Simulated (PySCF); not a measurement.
Cartesian coordinates (Å):
```xyz
5

Zr     0.0000     0.0001     0.0000
H     -0.7409    -0.3755     1.6582
H      1.7956     0.4169     0.2051
H     -0.1686    -1.4817    -1.1025
H     -0.8860     1.4409    -0.7610
```
Charge 0, multiplicity 1.

### Question
Give the LUMO, charge on the central atom (Mulliken), HOMO–LUMO gap, total energy, HOMO and dipole moment at the level TPSSh-D3(BJ)/def2-TZVP // BP86-D3(BJ)/def2-SVP run with PySCF.

### Answer

```yaml
LUMO: -2.90 eV
charge on the central atom (Mulliken): 0.81 e
HOMO–LUMO gap: 5.05 eV
total_energy: -1343.19 eV
HOMO: -7.96 eV
dipole_moment: 0.00 D
```
